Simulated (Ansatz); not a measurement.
`[CH3][Cd][Br]` + `[OH][In]([SH])[SH]` → `[CH3][Cd][SH]` + `[OH][In]([SH])[Br]`  (redistribution)

Program: Ansatz. Geometries: PBE0-D4/def2-TZVP. ΔE: electronic, gas phase. CCSD(T)/CBS adds triple-zeta CCSD(T) − MP2 to the extrapolated MP2 energy (def2 sets, frozen cores). DFT in def2-TZVPP. B3LYP here is the variant with VWN-RPA as its local correlation; programs differ in this. def2 core potentials past Kr. For Br, Cd, In outer-core shells are correlated without core-valence functions, which leaves a few kJ/mol of doubt a bond. Scalar relativity is left out up to krypton. Each species was taken in one conformer, which may not be the lowest.

`[CH3][Cd][Br]`:

```xyz
6

C     0.214   -0.105    0.891
Cd   -0.273    0.134   -1.138
Br   -0.836    0.409   -3.483
H     0.598    0.835    1.287
H    -0.677   -0.395    1.448
H     0.974   -0.879    0.995
```

`[OH][In]([SH])[SH]`:

```xyz
7

O     1.864    0.157   -0.650
In    0.006   -0.071   -0.012
S    -1.073    1.931    0.638
S    -0.965   -2.236    0.054
H     2.284   -0.667   -0.908
H     0.017    2.663    0.343
H    -2.133   -1.778    0.534
```

`[CH3][Cd][SH]`:

```xyz
7

C    -1.079    0.620    0.726
Cd    0.474   -0.488   -0.162
S     2.205   -1.751   -1.132
H    -2.020    0.075    0.643
H    -1.181    1.582    0.222
H    -0.858    0.793    1.779
H     2.458   -0.829   -2.077
```

`[OH][In]([SH])[Br]`:

Z-matrix (Å, degrees):
```
In
S 1 2.354
Br 1 2.456 2 122.9
O 1 1.971 2 119.7 3 -180.0
H 2 1.346 1 91.9 3 -180.0
H 4 0.961 1 112.2 2 180.0
```

| level | ΔE (kJ/mol) |
| --- | --- |
| ωB97M-V | 16.9 |
| B3LYP | 16.2 |
| SCS-MP2/def2-TZVPP | 15.7 |
| CCSD/def2-TZVPP | 17.1 |
| CCSD(T)/def2-TZVPP | 16.2 |
| HF/def2-QZVPP | 21.3 |
| SCS-MP2/def2-QZVPP | 15.2 |
| HF/CBS(def2) | 21.2 |

(1) What does CCSD(T)/CBS give? (Best estimate.)

Largest T1 diagnostic among the species: 0.015.

Results:

(1) The calculation gave: +15.7 kJ/mol. The listed levels differ from it by 1.2, 0.5, 0.0, 1.4, 0.5, 5.6, -0.5, 5.5 kJ/mol.

In def2-TZVPP, CCSD(T) changes the Hartree–Fock value by −5.6 kJ/mol (the triples alone add −1.0 kJ/mol) and MP2 by −7.1 kJ/mol.
